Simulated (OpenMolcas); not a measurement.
Rh5+ among 5 point charges of -1.5 e arranged as a trigonal bipyramid (D3h). The axial distance is 0.97 times the equatorial one, R.

```
Program             : OpenMolcas 26.06
Method              : SS-CASPT2, IPEA 0.25 Eh, imaginary shift 0.1 Eh (closed shells correlated: 4s 4p)
Basis               : ANO-RCC-VDZP [6s5p3d1f]
Scalar Hamiltonian  : DKH2, point nucleus
Active space        : 4 electrons in 5 orbitals (4d)
State averaging     : 2S+1 = 5 even, 5 roots; 2S+1 = 3 even, 45 roots; 2S+1 = 1 even, 50 roots
Spin-orbit coupling : RASSI with atomic mean-field integrals over the reference wave functions
```

All point charges move together. At R = 1.99 Å the first state of the same spin is 4970 cm-1, and at R = 2.31 Å it is 2570 cm-1.

Problem. A third run gives 3320 cm-1. What distance was it run at?

Solution. With a power law R^-n the two known points give n = -ln(2570 / 4970) / ln(2.31 / 1.99) = 4.42. Then R = 1.99 × (4970 / 3320)^(1/4.42) = 2.180 Å. The run was at 2.18 Å, so the estimate is off by 0 Å.

Roots that are degenerate in the reference are averaged as groups; the widest CASPT2 spread within a group is 190 cm-1 (the 2-fold group of multiplicity 5 near 4310 cm-1 above the lowest state of its run, R = 2.18). Shifts and gaps below about the spread of the groups concerned are not significant. Point charges give a weaker field than real ligands, and real ions of this kind are as a rule low spin; the high spin found here belongs to the model. Free-ion shares, where given, are those of the reference states; single-state CASPT2 does not remix them. The ground term spreads over less than 5000 cm-1, several times less than with real ligands, so orbital moments are less quenched and χT lies further from the spin-only value than at real sites (holds for R = 2.18; R = 2.31). Spin-orbit coupling mixes the spin-free states strongly: the lowest level takes only 64 % from its leading state, 5A1 (holds for R = 2.31). This is an electrostatic model: the charges have no orbitals. No measured value stands beside these numbers.
